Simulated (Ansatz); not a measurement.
`NB(N)F` + `FC=[Se]` → `NB(F)F` + `NC=[Se]`  (redistribution)

Calculated with Ansatz (gas phase, PBE0-D4/def2-TZVP geometries, no zero-point term in ΔE). CCSD(T)/CBS adds triple-zeta CCSD(T) − MP2 to the extrapolated MP2 energy (def2 sets, frozen cores). DFT in def2-TZVPP. For Se outer-core shells are correlated without core-valence functions, which leaves a few kJ/mol of doubt a bond. Scalar relativity is left out up to krypton. One conformer a species, not always the lowest.

CCSD(T)/CBS gives -131.0 kJ/mol.

Task: Another level gave -133.0 kJ/mol. Which?
A. BHLYP/def2-TZVPP
B. PBE0/def2-TZVPP
C. ωB97M-V/def2-TZVPP
D. HF/def2-TZVPP

Result: C. ωB97M-V -133.0, HF/def2-TZVPP -152.3, PBE0 -137.8, BHLYP -143.0 kJ/mol.

Largest T1 diagnostic among the species: 0.017.

In def2-TZVPP, CCSD(T) changes the Hartree–Fock value by +20.5 kJ/mol (the triples alone add +2.8 kJ/mol) and MP2 by +16.2 kJ/mol. Leaving LDA and LC-ωPBE aside and taking each functional with its dispersion term where it has one, the values, not all of them listed here, spread over 13.2 kJ/mol, from BHLYP-D4 to revPBE-D4. LDA lies −4.8 kJ/mol from PBE without D4. At CCSD(T), def2-SVP lies −9.8 kJ/mol from the extrapolated value and def2-TZVPP −0.8 kJ/mol.
